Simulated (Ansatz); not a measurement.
Basis sets compared for SiH3(NHEt) (C2H9NSi). The state is a singlet with charge 0. Geometry PBE-D4/def2-SVP. Ansatz on 4 threads of Arm Neoverse V2 on a shared host; times are rough, and most runs start from earlier orbitals.

```xyz
13

Si   -0.8466   -1.2022   -1.2834
H    -0.4361   -2.5115   -1.9001
H    -2.0186   -1.4821   -0.3627
H    -1.3493   -0.2478   -2.3352
N     0.5830   -0.5156   -0.5553
C     0.6425    0.8145    0.0376
C     0.2077    0.8902    1.5057
H     1.2488   -1.1747   -0.1420
H     1.6766    1.2178   -0.0626
H     0.0030    1.4896   -0.5736
H    -0.8409    0.5499    1.6317
H     0.2817    1.9267    1.8962
H     0.8480    0.2450    2.1435
```

Binding counts from free atoms (Si triplet, H doublet, N quartet, C triplet) in the same basis, without a counterpoise term.

```
                            level  functions  energy (Eh)  HOMO (eV)  LUMO (eV)  binding per atom (eV)  wall time
                  PBE-D4/def2-SVP        105    -425.3516      -5.24       0.10                   3.71      0.7 s
                 PBE-D4/def2-TZVP        184    -425.6073      -5.43      -0.39                   3.69      1.2 s
r2SCAN-D4/def2-TZVP (with forces)        184    -425.8294      -5.70       0.08                   3.65      2.9 s
                 PBE0-D4/def2-SVP        105    -425.4066      -6.64       0.97                   3.67     0.85 s
                PBE0-D4/def2-TZVP        184    -425.6575      -6.77       0.45                   3.65      1.6 s
```

Estimate the rows for PBE-D4/def2-TZVPD, r2SCAN-D4/def2-TZVPD, PBE0-D4/def2-TZVPD.


| level | functions | energy (Eh) | HOMO (eV) | LUMO (eV) | binding per atom (eV) | wall time |
| --- | --- | --- | --- | --- | --- | --- |
| PBE-D4/def2-TZVPD | 235 | -425.6088 | -5.48 | -0.65 | 3.69 | 2 s |
| r2SCAN-D4/def2-TZVPD | 235 | -425.8305 | -5.72 | -0.10 | 3.65 | 3.5 s |
| PBE0-D4/def2-TZVPD | 235 | -425.6587 | -6.80 | 0.09 | 3.65 | 2.2 s |
